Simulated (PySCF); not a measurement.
C₂H₆BFN₂, SMILES C=C(F)B(N)N. Atoms are numbered in the order given.

```xyz
12

C      1.8857     0.6189    -0.0460
C      0.7885    -0.1252     0.1354
F      0.9548    -1.3761     0.6542
B     -0.7275     0.2221    -0.1668
N     -1.6682    -0.7897     0.1265
N     -1.0779     1.4853    -0.7007
H      1.8035     1.6260    -0.4597
H      2.8801     0.2426     0.2109
H     -1.3658    -1.6767     0.5072
H     -2.6664    -0.7122    -0.0130
H     -2.0286     1.7579    -0.9122
H     -0.4008     2.2063    -0.9044
```

Coordinates come from a r2SCAN-D4/def2-SVP optimisation. This is a generated structure with no PubChem entry under its InChIKey; it may be hypothetical. Other conformers were not sampled.

Level of theory: B3LYP/pcSseg-1 in PySCF.

GIAO shieldings, no solvent; atoms listed in one row are averaged. δ = σ(ref) − σ: ¹³C against TMS (σ = 181.3 ppm); ¹⁹F against CFCl3 (σ = 161.7 ppm); ¹¹B against BF3 (σ = 86.3 ppm); ¹⁵N against NH3 (σ = 265.5 ppm); ¹H against TMS (σ = 31.68 ppm), references at their B3LYP-D3(BJ)/def2-TZVP geometries, non-relativistic.

Computed chemical shifts:
| nucleus | atoms | count | δ (ppm) |
|---|---|---|---|
| ¹³C | C2 | 1 | 185.4 |
| ¹³C | C1 | 1 | 107.3 |
| ¹⁹F | F3 | 1 | -118.6 |
| ¹¹B | B4 | 1 | 11.1 |
| ¹⁵N | N5 | 1 | 67.1 |
| ¹⁵N | N6 | 1 | 59.2 |
| ¹H | H8 | 1 | 5.51 |
| ¹H | H7 | 1 | 4.99 |
| ¹H | H9 | 1 | 3.16 |
| ¹H | H12 | 1 | 2.46 |
| ¹H | H10 | 1 | 2.28 |
| ¹H | H11 | 1 | 2.17 |
